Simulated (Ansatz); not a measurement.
**Pulling the pair apart**

The pair of Br⁻ (SMILES [Br-], atom 1) and HBr (SMILES Br, atoms 2–3), both closed shells, in one local arrangement (a lower one may exist), relaxed at PBE0-D4/def2-TZVPD:

```xyz
3
angstrom
Br -0.1156 0.1375 -1.7029
Br 0.1156 -0.1375 1.7031
H -0.0000 0.0000 -0.0002
```

HBr is shifted rigidly along the line between the mean atom positions of the two fragments (negative: closer). Counterpoise interaction energies in kcal/mol. Computed with Ansatz 0.2.0 (basis: def2-TZVPPD); correlated methods freeze the cores. Filled d shells of the heavier atoms are correlated. The def2 sets are not built for correlating such inner shells, so the correlated values are less sure here.

| shift (Å) | MP2 | r2SCAN-D4 | HF |
| --- | --- | --- | --- |
| -0.17 | -35.47 | -38.23 | -27.35 |
| -0.09 | -37.71 | -40.77 | -29.73 |
| 0.00 | -38.24 | -41.55 | -30.49 |
| 0.09 | -37.66 | -41.18 | -30.22 |
| 0.21 | -35.73 | -39.45 | -28.85 |
| 0.43 | -30.67 | -34.51 | -25.05 |
| 0.86 | -21.13 | -24.56 | -17.89 |
| 1.71 | -10.22 | -12.17 | -9.44 |

Question: What does CCSD(T) give at these shifts? (Judge from chemistry; the value comes from the calculation.)

Answer: Computed: -31.09, -33.53, -34.29, -33.95, -32.38, -27.99, -19.47, -9.49 kcal/mol. For zero shift, CCSD(T) at an estimated basis limit (MP2 extrapolated from triple and quadruple zeta, plus CCSD(T) − MP2 in triple zeta) gives -37.68 kcal/mol. These are counterpoise interaction energies, counted from the two frozen fragments.

No T1 diagnostic of these runs exceeds 0.007.

For scale, one of the runs: CCSD(T)/def2-TZVPPD, 131 basis functions, launched by `ansatz run in.yaml --threads 2 --pin off --events-out ev --progress --plain --max-ram 5222MiB`. Hardware: 2 CPU threads of an Intel Xeon Platinum 8488C, shared host. Wall time about 6.5 s.
